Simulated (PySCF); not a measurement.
Electron correlation in Te (tellurium, neutral)

[Kr] 4d10 5s1 5p4 6s1, high-spin 5P determinant (an excited configuration). Calculation: PySCF 2.14, in aug-cc-pwCVDZ-PP with ECP28MDF (6s5p4d1f, 48 functions); scalar relativity through the core potential. Frozen: 4s2 4p6 4d10; 6 electrons correlated.

| level | correlation energy (mhartree) |
| --- | --- |
| CCSD | -98.55 |
| (T) | -5.81 |
| CCSD(T) | -104.36 |

Diagnostics: T1 = 0.019, D1 = 0.0433, largest double amplitude 0.261.

The outer electron is Rydberg-like, and this basis confines it to a smaller radius and binds it less than a complete one would. A double-excitation amplitude exceeds 0.15, a sign of near-degeneracy.

Cost of the coupled-cluster step: of the order of 0.7 core-seconds, for 6 correlated electrons.

Iterations:

```
CC2 = 0
CCSD nocc = (np.int64(5), np.int64(1)), nmo = (39, 39)
frozen orbitals [[0, 1, 2, 3, 4, 5, 6, 7, 8], [0, 1, 2, 3, 4, 5, 6, 7, 8]]
max_cycle = 100
direct = 0
conv_tol = 1e-08
conv_tol_normt = 1e-06
diis_space = 8
diis_start_cycle = 0
Init t2, MP2 energy = -0.0716595979242067
Init E_corr(UCCSD) = -0.071659597925765
cycle = 1  E_corr(UCCSD) = -0.0950913241894216  dE = -0.0234317263  norm(t1,t2) = 0.477842
cycle = 2  E_corr(UCCSD) = -0.123523655767836  dE = -0.0284323316  norm(t1,t2) = 1.26668
cycle = 3  E_corr(UCCSD) = -0.0840268551124406  dE = 0.0394968007  norm(t1,t2) = 3.08302
cycle = 4  E_corr(UCCSD) = -0.0930271949782901  dE = -0.00900033987  norm(t1,t2) = 0.36425
cycle = 5  E_corr(UCCSD) = -0.098505972791428  dE = -0.00547877781  norm(t1,t2) = 0.228213
cycle = 6  E_corr(UCCSD) = -0.0979535525190648  dE = 0.000552420272  norm(t1,t2) = 0.139057
cycle = 7  E_corr(UCCSD) = -0.098695220238332  dE = -0.000741667719  norm(t1,t2) = 0.00795553
cycle = 8  E_corr(UCCSD) = -0.0984760394462004  dE = 0.000219180792  norm(t1,t2) = 0.00805349
cycle = 9  E_corr(UCCSD) = -0.0985588837521004  dE = -8.28443059e-05  norm(t1,t2) = 0.00131015
cycle = 10  E_corr(UCCSD) = -0.0985275993776621  dE = 3.12843744e-05  norm(t1,t2) = 0.0023199
cycle = 11  E_corr(UCCSD) = -0.0985507056985244  dE = -2.31063209e-05  norm(t1,t2) = 0.000747439
cycle = 12  E_corr(UCCSD) = -0.0985467299903766  dE = 3.97570815e-06  norm(t1,t2) = 0.000200763
cycle = 13  E_corr(UCCSD) = -0.0985459220287193  dE = 8.07961657e-07  norm(t1,t2) = 5.1987e-05
cycle = 14  E_corr(UCCSD) = -0.0985456114498627  dE = 3.10578857e-07  norm(t1,t2) = 2.37936e-05
cycle = 15  E_corr(UCCSD) = -0.0985456515315372  dE = -4.00816746e-08  norm(t1,t2) = 6.62573e-06
cycle = 16  E_corr(UCCSD) = -0.0985457546545429  dE = -1.03123006e-07  norm(t1,t2) = 2.77327e-06
cycle = 17  E_corr(UCCSD) = -0.0985457716471631  dE = -1.69926202e-08  norm(t1,t2) = 7.88621e-07
cycle = 18  E_corr(UCCSD) = -0.0985457524543812  dE = 1.91927819e-08  norm(t1,t2) = 3.1483e-07
cycle = 19  E_corr(UCCSD) = -0.0985457501706384  dE = 2.28374279e-09  norm(t1,t2) = 1.19434e-07
UCCSD converged
E(UCCSD) = -266.5813113614849  E_corr = -0.09854575017063838
UCCSD(T) correction = -0.00580991467561197
```
